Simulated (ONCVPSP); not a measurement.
u(r) = r·R(r): atom against pseudo-atom (palladium (Pd))

Columns: radius, all-electron u(r) and pseudo u(r) of the 4d shell (level -14.61 eV) of palladium in the configuration [Ar] 3d10 4s2 4p6 4d9; PBE, scalar-relativistic, ONCV scheme, ONCVPSP 4.0.1.

```csv
r (bohr),all-electron,pseudo
0.082,-0.1398,0.0025
0.165,-0.3756,0.0198
0.248,-0.4285,0.0630
0.330,-0.3082,0.1355
0.413,-0.0959,0.2363
0.495,0.1357,0.3542
0.578,0.3521,0.4801
0.660,0.5302,0.5984
0.742,0.6678,0.7005
0.825,0.7669,0.7810
0.908,0.8307,0.8363
0.990,0.8652,0.8674
1.072,0.8777,0.8786
1.155,0.8733,0.8736
1.238,0.8567,0.8567
1.320,0.8318,0.8317
1.402,0.8012,0.8012
1.485,0.7667,0.7667
1.568,0.7302,0.7302
1.650,0.6932,0.6932
1.733,0.6558,0.6558
1.815,0.6193,0.6193
1.898,0.5833,0.5833
1.980,0.5489,0.5489
2.062,0.5158,0.5158
2.145,0.4839,0.4839
```

How many radial nodes do the two functions have?

The all-electron 4d function has n − l − 1 = 1; the pseudo-wave has 0, since the states of the same l below it are removed with the core.

Is the pseudo-wave norm-conserving?

Yes: the ONCV scheme keeps the norm inside the radius equal to the all-electron one, which fixes the energy derivative of the logarithmic derivative at the level.
